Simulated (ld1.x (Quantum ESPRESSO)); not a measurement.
# PBE TM dataset for Lu (Z = 71), scalar-relativistic all-electron reference.

The input file (ld1.x (Quantum ESPRESSO) 7.5):

```
&input
   title='Lu', zed=71., rel=1, dft='PBE', iswitch=3,
   config='[Xe] 4f14 5d1 6s0.5 6p0',
   nld=4, rlderiv=2.30, eminld=-7.0, emaxld=5.0, deld=0.02
 /
 &inputp
   pseudotype=2, tm=.true., lloc=0,
   nlcc=.true., new_core_ps=.true., rcore=1.00,
   file_pseudopw='Lu.UPF', file_wfcaegen='ae.wfc', file_wfcncgen='nc.wfc', file_beta='beta', file_chi='chi'
 /
4
5P  2  1   6.00   0.00  2.10  2.10  0.0
5D  3  2   1.00   0.00  1.75  1.75  0.0
4F  4  3  14.00   0.00  1.05  1.05  0.0
5S  1  0   2.00   0.00  1.15  1.15  0.0
 &test
   configts(1)='4f14 5s2 5p6 5d1 6s0.5 6p0'
 /
```

Command:

```bash
ld1.x < Lu.in > Lu.out
```

Output (shortened: banner, matrices, multipoles, cross overlaps and the repeated all-electron block are left out):

```
Program LD1 v.7.5
     --------------------------- All-electron run ----------------------------

     Lu
     scalar relativistic calculation

     atomic number is 71.00
     dft =PBE   lsd =0 sic =0 latt =0  beta=0.20 tr2=1.0E-14
     Exchange-correlation= PBE
                           (   1   4   3   4   0   0   0)
     mesh =1271 r(mesh) = 100.71756 a.u. xmin = -7.00 dx = 0.01250
     1 Ry =  13.60569312 eV, c = 137.03599908

     n l     nl                  e(Ry)          e(Ha)          e(eV)
     1 0     1S 1( 2.00)     -4649.3177     -2324.6588    -63257.1898
     2 0     2S 1( 2.00)      -792.0616      -396.0308    -10776.5467
     2 1     2P 1( 6.00)      -696.8322      -348.4161     -9480.8844
     3 0     3S 1( 2.00)      -180.0990       -90.0495     -2450.3712
     3 1     3P 1( 6.00)      -151.5270       -75.7635     -2061.6296
     4 0     4S 1( 2.00)       -36.4747       -18.2374      -496.2638
     4 1     4P 1( 6.00)       -27.1017       -13.5508      -368.7371
     3 2     3D 1(10.00)      -117.2510       -58.6255     -1595.2817
     5 0     5S 1( 2.00)        -5.2647        -2.6324       -71.6303
     5 1     5P 1( 6.00)        -3.1030        -1.5515       -42.2189
     4 2     4D 1(10.00)       -14.8816        -7.4408      -202.4739
     4 3     4F 1(14.00)        -1.4831        -0.7415       -20.1785
     5 2     5D 1( 1.00)        -0.8338        -0.4169       -11.3439
     6 0     6S 1( 0.50)        -0.9741        -0.4870       -13.2527
     6 1     6P 1( 0.00)        -0.6341        -0.3171        -8.6280

     final scf error:  9.9E-15 reached in  32 iterations

     Etot =  -29125.725875 Ry,  -14562.862937 Ha, -396275.688239 eV

     Ekin =   31829.938623 Ry,   15914.969312 Ha,  433068.377034 eV
     Encl =  -71725.122529 Ry,  -35862.561264 Ha, -975870.006338 eV
     Eh   =   11369.278524 Ry,    5684.639262 Ha,  154686.914633 eV
     Exc  =    -599.820494 Ry,    -299.910247 Ha,   -8160.973568 eV

     normalization and overlap integrals

     s(1S/1S) =  1.000000  <r> =   0.0193  <r2> =    0.0005  r(max) =   0.0121
     s(2S/2S) =  1.000000  <r> =   0.0818  <r2> =    0.0079  r(max) =   0.0689
     s(2P/2P) =  1.000000  <r> =   0.0729  <r2> =    0.0065  r(max) =   0.0564
     s(3S/3S) =  1.000000  <r> =   0.2126  <r2> =    0.0517  r(max) =   0.1969
     s(3P/3P) =  1.000000  <r> =   0.2123  <r2> =    0.0523  r(max) =   0.1920
     s(4S/4S) =  1.000000  <r> =   0.4779  <r2> =    0.2579  r(max) =   0.4437
     s(4P/4P) =  1.000000  <r> =   0.5078  <r2> =    0.2935  r(max) =   0.4664
     s(3D/3D) =  1.000000  <r> =   0.1925  <r2> =    0.0434  r(max) =   0.1572
     s(5S/5S) =  1.000000  <r> =   1.1711  <r2> =    1.5447  r(max) =   1.0380
     s(5P/5P) =  1.000000  <r> =   1.3909  <r2> =    2.2023  r(max) =   1.1910
     s(4D/4D) =  1.000000  <r> =   0.5475  <r2> =    0.3481  r(max) =   0.4782
     s(4F/4F) =  1.000000  <r> =   0.7229  <r2> =    0.6944  r(max) =   0.4664
     s(5D/5D) =  1.000000  <r> =   2.3713  <r2> =    6.7323  r(max) =   1.7547
     s(6S/6S) =  1.000000  <r> =   3.2371  <r2> =   11.7747  r(max) =   2.8571
     s(6P/6P) =  1.000000  <r> =   4.1490  <r2> =   19.3407  r(max) =   3.6686

     ------------------------ End of All-electron run ------------------------

     --------------------- Generating NC pseudopotential ---------------------

      Generating local pot.: lloc=0, matching radius rcloc =   1.1500

      Computing core charge for nlcc:

       r > 1.01 : true rho core
      Core charge pseudized with two Bessel functions
      Integrated core pseudo-charge :  11.72

      Wfc   5P  rcut= 2.090  Using Troullier-Martins method

      Wfc   5D  rcut= 1.755  Using Troullier-Martins method

      Wfc   4F  rcut= 1.038  Using Troullier-Martins method

     ------------------- End of pseudopotential generation -------------------

     Computing logarithmic derivative in   2.29582
     Computing logarithmic derivative in   2.29582
     Computing the partial wave expansion
       no projector for channel:   0
     R is outside the sphere for l=    1 j= 0.00
     R is outside the sphere for l=    2 j= 0.00
     R is outside the sphere for l=    3 j= 0.00

     ---------------------- Testing the pseudopotential ----------------------

     Lu
     scalar relativistic calculation

     atomic number is 71.00   valence charge is 25.00
     dft =PBE   lsd =0 sic =0 latt =0  beta=0.20 tr2=1.0E-14
     mesh =1271 r(mesh) = 100.71756 xmin = -7.00 dx = 0.01250

     n l     nl             e AE (Ry)        e PS (Ry)    De AE-PS (Ry)
     4 3     4F   1(14.00)       -1.48309       -1.48307       -0.00002
     1 0     5S   1( 2.00)       -5.26473       -5.26480        0.00008
     2 1     5P   1( 6.00)       -3.10303       -3.10303        0.00000
     3 2     5D   1( 1.00)       -0.83376       -0.83376       -0.00001
     2 0     6S   1( 0.50)       -0.97405       -0.97866        0.00460
     3 1     6P   1( 0.00)       -0.63415       -0.63772        0.00357

     eps = 8.6E-16  iter = 18

     Etot =  -29125.725875 Ry,  -14562.862937 Ha, -396275.688239 eV
     Etotps =  -570.254408 Ry,    -285.127204 Ha,   -7758.706471 eV

     Ekin =     635.063788 Ry,     317.531894 Ha,    8640.483014 eV
     Encl =    -994.191721 Ry,    -497.095861 Ha,  -13526.667464 eV
     Ehrt =     497.465680 Ry,     248.732840 Ha,    6768.365384 eV
     Ecxc =     -91.506023 Ry,     -45.753012 Ha,   -1245.002872 eV
     (Ecc =     -30.570736 Ry,     -15.285368 Ha,    -415.936049 eV)
     Epseu=    -617.086131 Ry,    -308.543066 Ha,   -8395.884533 eV

     ---------------------- End of pseudopotential test ----------------------
```

ld1.x takes every shell without a wave as core, so the model core holds the 6s electrons as well and exchange and correlation see them twice. This cancels in the reference configuration, but the file is broken for other ones, and its errors say nothing about a proper core correction.

Generation and configuration tests took about 3.4 s on one core of a shared server CPU.

Transferability test of the new file with ld1.x, input:

```
&input
   title='Lu', zed=71., rel=1, dft='PBE', iswitch=2,
   config='[Xe] 4f14 5d1 6s0.5 6p0'
 /
 &test
   file_pseudo='Lu.UPF', nconf=8,
   configts(1)='4f14 5s2 5p6 5d1 6s0.5 6p0',
   configts(2)='4f14 5s2 5p6 5d1 6s2 6p0',
   configts(3)='4f14 5s2 5p6 5d1 6s1 6p0',
   configts(4)='4f14 5s2 5p6 5d1 6s0 6p0',
   configts(5)='4f14 5s2 5p6 5d2 6s1 6p0',
   configts(6)='4f13 5s2 5p6 5d1 6s2 6p0',
   configts(7)='4f13 5s2 5p6 5d2 6s1 6p0',
   configts(8)='4f13 5s2 5p6 5d2 6s2 6p0'
 /
```

```bash
ld1.x < Lu.test.in > Lu.test.out
```

Pseudopotential blocks of its output, shortened (energy terms left out; the distinct warnings before each block abridged to one line each):

```
     ---------------------- Testing the pseudopotential ----------------------

     n l     nl             e AE (Ry)        e PS (Ry)    De AE-PS (Ry)
     4 3     4F   1(14.00)       -1.48309       -1.48307       -0.00002
     1 0     5S   1( 2.00)       -5.26473       -5.26480        0.00008
     2 1     5P   1( 6.00)       -3.10303       -3.10303        0.00000
     3 2     5D   1( 1.00)       -0.83376       -0.83376       -0.00001
     2 0     6S   1( 0.50)       -0.97405       -0.97866        0.00460
     3 1     6P   1( 0.00)       -0.63415       -0.63772        0.00357

     eps = 4.9E-15  iter = 19

     Etot =  -29125.725875 Ry,  -14562.862938 Ha, -396275.688240 eV
     Etotps =  -570.254406 Ry,    -285.127203 Ha,   -7758.706446 eV

     ---------------------- End of pseudopotential test ----------------------

          ---------------------- Testing the pseudopotential ----------------------

     n l     nl             e AE (Ry)        e PS (Ry)    De AE-PS (Ry)
     4 3     4F   1(14.00)       -0.70733       -0.69774       -0.00959  !
     1 0     5S   1( 2.00)       -4.48772       -4.47962       -0.00810  !
     2 1     5P   1( 6.00)       -2.32704       -2.31910       -0.00794  !
     3 2     5D   1( 1.00)       -0.12857       -0.11905       -0.00951  !
     2 0     6S   1( 2.00)       -0.34244       -0.33408       -0.00836  !
     3 1     6P   1( 0.00)       -0.09884       -0.08981       -0.00903  !

     eps = 7.6E-15  iter = 13

     Etot =  -29126.697660 Ry,  -14563.348830 Ha, -396288.910042 eV
     Etotps =  -571.222825 Ry,    -285.611412 Ha,   -7771.882460 eV
     dEtot_ae =      -0.971785 Ry
     dEtot_ps =      -0.968419 Ry,   Delta E=      -0.003365 Ry

     ---------------------- End of pseudopotential test ----------------------

          ---------------------- Testing the pseudopotential ----------------------

     n l     nl             e AE (Ry)        e PS (Ry)    De AE-PS (Ry)
     4 3     4F   1(14.00)       -1.20018       -1.19657       -0.00360
     1 0     5S   1( 2.00)       -4.98116       -4.97811       -0.00305
     2 1     5P   1( 6.00)       -2.82057       -2.81749       -0.00308
     3 2     5D   1( 1.00)       -0.57837       -0.57471       -0.00366
     2 0     6S   1( 1.00)       -0.75043       -0.75012       -0.00031
     3 1     6P   1( 0.00)       -0.44222       -0.44023       -0.00199

     eps = 7.5E-15  iter = 18

     Etot =  -29126.156336 Ry,  -14563.078168 Ha, -396281.544964 eV
     Etotps =  -570.686118 Ry,    -285.343059 Ha,   -7764.580197 eV
     dEtot_ae =      -0.430461 Ry
     dEtot_ps =      -0.431713 Ry,   Delta E=       0.001251 Ry

     ---------------------- End of pseudopotential test ----------------------

          BEWARE! Errors in PS-KS equations
     ---------------------- Testing the pseudopotential ----------------------

     n l     nl             e AE (Ry)        e PS (Ry)    De AE-PS (Ry)
     4 3     4F   1(14.00)       -1.78679       -1.78987        0.00307
     1 0     5S   1( 2.00)       -5.56918       -5.57192        0.00274
     2 1     5P   1( 6.00)       -3.40536       -3.40809        0.00273
     3 2     5D   1( 1.00)       -1.10711       -1.10985        0.00274
     2 0     6S   1( 0.00)       -1.21097       -1.21862        0.00765  !
     3 1     6P   1( 0.00)       -0.83773       -0.84698        0.00926  !

     eps = 2.6E-15  iter = 15

     Etot =  -29125.180370 Ry,  -14562.590185 Ha, -396268.266270 eV
     Etotps =  -569.705586 Ry,    -284.852793 Ha,   -7751.239375 eV
     dEtot_ae =       0.545505 Ry
     dEtot_ps =       0.548820 Ry,   Delta E=      -0.003315 Ry

     ---------------------- End of pseudopotential test ----------------------

          BEWARE! Errors in PS-KS equations
     ---------------------- Testing the pseudopotential ----------------------

     n l     nl             e AE (Ry)        e PS (Ry)    De AE-PS (Ry)
     4 3     4F   1(14.00)       -0.63815       -0.63407       -0.00407
     1 0     5S   1( 2.00)       -4.41479       -4.40867       -0.00612  !
     2 1     5P   1( 6.00)       -2.26060       -2.25480       -0.00580  !
     3 2     5D   1( 2.00)       -0.09889       -0.09087       -0.00801  !
     2 0     6S   1( 1.00)       -0.32594       -0.31947       -0.00646  !
     3 1     6P   1( 0.00)       -0.09654       -0.08882       -0.00773  !

     eps = 3.6E-15  iter = 14

     Etot =  -29126.476717 Ry,  -14563.238359 Ha, -396285.903972 eV
     Etotps =  -571.000293 Ry,    -285.500147 Ha,   -7768.854763 eV
     dEtot_ae =      -0.750842 Ry
     dEtot_ps =      -0.745887 Ry,   Delta E=      -0.004955 Ry

     ---------------------- End of pseudopotential test ----------------------

          BEWARE! Errors in PS-KS equations
     ---------------------- Testing the pseudopotential ----------------------

     n l     nl             e AE (Ry)        e PS (Ry)    De AE-PS (Ry)
     4 3     4F   1(13.00)       -1.91673       -1.92887        0.01214  !
     1 0     5S   1( 2.00)       -5.47270       -5.45521       -0.01748  !
     2 1     5P   1( 6.00)       -3.23266       -3.22764       -0.00502  !
     3 2     5D   1( 1.00)       -0.79252       -0.77775       -0.01477  !
     2 0     6S   1( 2.00)       -0.86047       -0.85739       -0.00308
     3 1     6P   1( 0.00)       -0.50574       -0.50216       -0.00359

     eps = 9.2E-15  iter = 24

     Etot =  -29125.408616 Ry,  -14562.704308 Ha, -396271.371708 eV
     Etotps =  -569.936659 Ry,    -284.968330 Ha,   -7754.383285 eV
     dEtot_ae =       0.317259 Ry
     dEtot_ps =       0.317746 Ry,   Delta E=      -0.000487 Ry

     ---------------------- End of pseudopotential test ----------------------

          ---------------------- Testing the pseudopotential ----------------------

     n l     nl             e AE (Ry)        e PS (Ry)    De AE-PS (Ry)
     4 3     4F   1(13.00)       -1.73923       -1.76587        0.02664  !
     1 0     5S   1( 2.00)       -5.29588       -5.28577       -0.01011  !
     2 1     5P   1( 6.00)       -3.06897       -3.07069        0.00171
     3 2     5D   1( 2.00)       -0.68225       -0.67253       -0.00972  !
     2 0     6S   1( 1.00)       -0.79500       -0.79584        0.00085
     3 1     6P   1( 0.00)       -0.46395       -0.46351       -0.00044

     eps = 1.0E-16  iter = 26

     Etot =  -29125.317837 Ry,  -14562.658919 Ha, -396270.136606 eV
     Etotps =  -569.834479 Ry,    -284.917240 Ha,   -7752.993059 eV
     dEtot_ae =       0.408038 Ry
     dEtot_ps =       0.419926 Ry,   Delta E=      -0.011889 Ry

     ---------------------- End of pseudopotential test ----------------------

          BEWARE! Errors in PS-KS equations
     ---------------------- Testing the pseudopotential ----------------------

     n l     nl             e AE (Ry)        e PS (Ry)    De AE-PS (Ry)
     4 3     4F   1(13.00)       -1.23343       -1.25317        0.01973  !
     1 0     5S   1( 2.00)       -4.79016       -4.77514       -0.01503  !
     2 1     5P   1( 6.00)       -2.56246       -2.55950       -0.00296
     3 2     5D   1( 2.00)       -0.20595       -0.19172       -0.01422  !
     2 0     6S   1( 2.00)       -0.36812       -0.36117       -0.00695  !
     3 1     6P   1( 0.00)       -0.10219       -0.09440       -0.00779  !

     eps = 7.5E-15  iter = 20

     Etot =  -29125.894740 Ry,  -14562.947370 Ha, -396277.985769 eV
     Etotps =  -570.408103 Ry,    -285.204051 Ha,   -7760.797598 eV
     dEtot_ae =      -0.168865 Ry
     dEtot_ps =      -0.153697 Ry,   Delta E=      -0.015168 Ry

     ---------------------- End of pseudopotential test ----------------------
```
